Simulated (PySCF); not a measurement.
Species: [Ga(OMe)H3]-, CH6GaO (charge -1).
SMILES: `[GaH3-][O]C`

The closed-shell ground state was solved at several levels (PySCF, density fitting, gas phase). Isolated species at its PBE0-D3(BJ)/def2-SVP geometry, gas phase. The calculation is non-relativistic and has no spin–orbit coupling, an omission that weighs most on gallium. No diffuse functions stand in pcJ-1 (pcSseg-1 on Ga) and pcSseg-1 (pcSseg-2 on Ga), which bears on an anion's orbital energies.

| level | basis functions | total energy (Eh) | HOMO (eV) | LUMO (eV) | gap (eV) |
| --- | --- | --- | --- | --- | --- |
| PBE0/def2-SVPD | 129 | -2041.1147 | -1.90 | 4.10 | 6.00 |
| B3LYP/pcSseg-1 (pcSseg-2 on Ga) | 127 | -2041.9218 | -1.50 | 4.98 | 6.48 |
| PBE/pcSseg-1 (pcSseg-2 on Ga) | 127 | -2041.4240 | -0.27 | 4.54 | 4.81 |
| PBE/pcJ-1 (pcSseg-1 on Ga) | 155 | -2041.2002 | -0.27 | 5.04 | 5.31 |

Question: What might PBE0/pcSseg-1 (pcSseg-2 on Ga) (127 basis functions) give for the same quantities?

Answer: Total energy -2041.4635 Eh, HOMO -1.72 eV, LUMO 5.21 eV, gap 6.93 eV.

Question: Over all these levels, which gives the widest orbital gap and which the narrowest?

Answer: PBE0/pcSseg-1 (pcSseg-2 on Ga) (global hybrid, 25 % exact exchange) has the widest, 6.93 eV, and PBE/pcSseg-1 (pcSseg-2 on Ga) (GGA) the narrowest, 4.81 eV. The two share the basis. From the narrowest to the widest the HOMO moves by -1.45 eV and the LUMO by +0.67 eV.

Question: In the pcSseg-1 (pcSseg-2 on Ga) basis, how does the gap go with the fixed share of exact exchange?

Answer: PBE (0 %) 4.81 eV; B3LYP (20 %) 6.48 eV; PBE0 (25 %) 6.93 eV. Each rise in the share widens the gap here.
